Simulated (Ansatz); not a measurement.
`F[SiH](Cl)[SiH]Cl` radical, relaxed with UKS PBE-D4/def2-SVP in Ansatz 0.2.0 from a rough embedded geometry. The force threshold is 0.03 eV/Å; the program also tests the step.

Charge 0, multiplicity 2.

Start:

```xyz
7

F     0.190   -2.150    0.116
Si    0.519   -0.667    0.423
Cl    2.526   -0.458    0.182
Si   -0.602    0.785   -0.994
Cl   -2.652    0.677   -0.725
H     0.210   -0.351    1.862
H    -0.192    2.165   -0.864
```

```json
{"step": "1", "energy (eV)": "-43516.8698", "largest force (eV/Å)": "3.385", "largest move (Å)": "0.000"}
{"step": "2", "energy (eV)": "-43517.0478", "largest force (eV/Å)": "1.761", "largest move (Å)": "0.100"}
{"step": "3", "energy (eV)": "-43517.0918", "largest force (eV/Å)": "0.307", "largest move (Å)": "0.120"}
{"step": "4", "energy (eV)": "-43517.1023", "largest force (eV/Å)": "0.115", "largest move (Å)": "0.076"}
{"step": "5", "energy (eV)": "-43517.1050", "largest force (eV/Å)": "0.025", "largest move (Å)": "0.051"}
```

End:

```xyz
7

F     0.135   -2.193    0.099
Si    0.507   -0.645    0.473
Cl    2.536   -0.345    0.163
Si   -0.596    0.758   -1.049
Cl   -2.655    0.689   -0.688
H     0.208   -0.454    1.933
H    -0.134    2.191   -0.930
```

Hardware: 4 threads of a server CPU on a shared host. Wall time 3.4 s, peak host memory 0.18 GiB.
